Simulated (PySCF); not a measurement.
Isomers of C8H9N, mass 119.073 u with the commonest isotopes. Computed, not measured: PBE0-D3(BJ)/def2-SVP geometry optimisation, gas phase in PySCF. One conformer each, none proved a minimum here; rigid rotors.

Question: Order these by rotational constant C, largest first.
A. `[CH2:1]=[CH:2][c:3]1[cH:4][cH:5][c:6]([NH2:7])[cH:8][cH:9]1` with C1–C2–C3–C4 180°
B. `[CH3:1][C@@H:2]1[C:3]([C:4]#[N:5])=[C:6]1[CH:7]1[CH2:8][CH2:9]1` with C3–C6–C7–C8 34°
C. `[CH2:1]=[N:2][c:3]1[cH:4][cH:5][cH:6][cH:7][c:8]1[CH3:9]` with C1–N2–C3–C4 -45°
D. `[H]/[N:1]=[CH:2]\[C:3]1=[CH:4][CH:5]=[CH:6][C:7]12[CH2:8][CH2:9]2` with N1–C2–C3–C4 1°
E. `[H]/[N:2]=[CH:3]/[C@@H:4]1[C@H:5]2[C@H:6]([CH3:7])[C@:8]12[C:9]#[CH:10]` with N2–C3–C4–C5 -145°

Answer: D (1062 MHz), C (1017 MHz), E (885.5 MHz), B (857.4 MHz), A (825.7 MHz).

Question: Order these by out-of-plane moment Σ m c² = (Ia + Ib − Ic)/2, smallest first.
A. `[CH3:1][C@@H:2]1[C:3]([C:4]#[N:5])=[C:6]1[CH:7]1[CH2:8][CH2:9]1` with C3–C6–C7–C8 34°
B. `[CH2:1]=[N:2][c:3]1[cH:4][cH:5][cH:6][cH:7][c:8]1[CH3:9]` with C1–N2–C3–C4 -45°
C. `[H]/[N:2]=[CH:3]/[C@@H:4]1[C@H:5]2[C@H:6]([CH3:7])[C@:8]12[C:9]#[CH:10]` with N2–C3–C4–C5 -145°
D. `[H]/[N:1]=[CH:2]\[C:3]1=[CH:4][CH:5]=[CH:6][C:7]12[CH2:8][CH2:9]2` with N1–C2–C3–C4 1°
E. `[CH2:1]=[CH:2][c:3]1[cH:4][cH:5][c:6]([NH2:7])[cH:8][cH:9]1` with C1–C2–C3–C4 180°

Answer: E (0.15 u·Å²), B (6.21 u·Å²), C (18.91 u·Å²), D (19.53 u·Å²), A (32.91 u·Å²).

Question: Order these by rotational constant B, largest first.
A. `[H]/[N:2]=[CH:3]/[C@@H:4]1[C@H:5]2[C@H:6]([CH3:7])[C@:8]12[C:9]#[CH:10]` with N2–C3–C4–C5 -145°
B. `[H]/[N:1]=[CH:2]\[C:3]1=[CH:4][CH:5]=[CH:6][C:7]12[CH2:8][CH2:9]2` with N1–C2–C3–C4 1°
C. `[CH3:1][C@@H:2]1[C:3]([C:4]#[N:5])=[C:6]1[CH:7]1[CH2:8][CH2:9]1` with C3–C6–C7–C8 34°
D. `[CH2:1]=[CH:2][c:3]1[cH:4][cH:5][c:6]([NH2:7])[cH:8][cH:9]1` with C1–C2–C3–C4 180°

Answer: B (1636 MHz), C (1275 MHz), A (1229 MHz), D (987.5 MHz).

| SMILES | point group | Ia (u·Å²) | Ib (u·Å²) | Ic (u·Å²) | κ | μa (D) | μb (D) | μc (D) |
| --- | --- | --- | --- | --- | --- | --- | --- | --- |
| [H]/N=C\C1=CC=CC12CC2 | – | 206.14 | 308.88 | 475.96 | -0.17 | 3.10 | 0.32 | 0.00 |
| C=Nc1ccccc1C | C1 | 195.75 | 313.66 | 497.00 | -0.24 | 0.21 | 0.72 | 0.93 |
| [H]/N=C/[C@@H]1[C@H]2[C@H](C)[C@@]21C#C | C1 | 197.39 | 411.17 | 570.75 | -0.59 | 1.36 | 0.51 | 1.81 |
| C=Cc1ccc(N)cc1 | near Cs | 100.62 | 511.75 | 612.07 | -0.92 | 2.47 | 0.16 | 0.84 |
| C[C@@H]1C(C#N)=C1C1CC1 | C1 | 258.78 | 396.47 | 589.42 | -0.24 | 3.76 | 3.18 | 0.27 |
